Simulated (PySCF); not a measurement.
Al(H)2(OH)(OMe2), C2H9AlO2, singlet, B3LYP/def2-SVP optimised geometry.

```
14

Al    -0.78    -0.09     0.00
H     -1.53    -1.32     0.68
H     -1.53     1.32     0.00
O      0.97    -0.09     0.00
H      1.53     0.15     0.74
C      0.24    -0.80    -2.77
O     -0.90    -0.59    -1.93
C     -2.16    -0.78    -2.55
H      0.22    -0.09    -3.61
H      1.12    -0.62    -2.13
H      0.24    -1.83    -3.15
H     -2.25    -1.82    -2.92
H     -2.29    -0.07    -3.39
H     -2.94    -0.60    -1.80
```

Density from B3LYP/def2-TZVP (PySCF) at that geometry.

Minimum of the electron density along straight lines between bonded atoms, close to the bond critical point (lines longer than 1.1 times the sum of covalent radii, or with two minima, are not listed):

| bond | length / Å | ρ at the minimum / e bohr⁻³ | ∇²ρ there / e bohr⁻⁵ | position (fraction from the first atom) |
|---|---|---|---|---|
| Al1–H2 | 1.599 | 0.080 | 0.19 | 0.50 |
| Al1–H3 | 1.600 | 0.080 | 0.20 | 0.50 |
| Al1–O4 | 1.744 | [?] | 0.66 | 0.43 |
| O4–H5 | 0.960 | [?] | -2.37 | 0.80 |
| Al1–O7 | 1.995 | 0.048 | 0.28 | 0.42 |
| C6–O7 | 1.433 | 0.240 | -0.43 | 0.35 |
| O7–C8 | 1.425 | 0.248 | [?] | 0.65 |
| C6–H9 | 1.103 | 0.280 | -0.97 | 0.65 |
| C6–H10 | 1.097 | 0.288 | -1.05 | 0.66 |
| C6–H11 | 1.103 | 0.280 | -0.97 | 0.65 |
| C8–H12 | 1.103 | 0.280 | -0.98 | 0.65 |
| C8–H13 | 1.103 | 0.280 | -0.98 | 0.65 |
| C8–H14 | 1.098 | 0.284 | -1.01 | 0.65 |

Problem. Fill in the missing entries.

Solution. 
- Al1–O4, ρ at the minimum / e bohr⁻³: 0.097
- O4–H5, ρ at the minimum / e bohr⁻³: 0.356
- O7–C8, ∇²ρ there / e bohr⁻⁵: -0.48
